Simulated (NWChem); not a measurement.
# C3H9Si, doublet; SMILES [Si](C)(C)C

Computed with NWChem. Pople sets run with spherical d functions. Spin-unrestricted. Medium grid unless said otherwise, to which SCAN and Minnesota functionals are sensitive. In the optimisation the excess spin sits in a (C3, its own frame). Structure relaxed at the PBE-D3(BJ)/def2-SVP, spin-unrestricted level. No frequency run checked for a minimum. No stability test was run on the SCF state.

Order these by “lowest empty minus highest occupied level, either spin (eV)”, lowest first: BHandHLYP/6-31G*; SCAN/6-31G*; LC-BLYP (range parameter 0.33 per bohr)/6-31G*; B97-D/6-31G*; LC-wPBE (HJS exchange hole, range parameter 0.4 per bohr)/6-31G*.

B97-D/6-31G* (1.10), SCAN/6-31G* (2.51), BHandHLYP/6-31G* (5.46), LC-BLYP (range parameter 0.33 per bohr)/6-31G* (7.61), LC-wPBE (HJS exchange hole, range parameter 0.4 per bohr)/6-31G* (8.71)
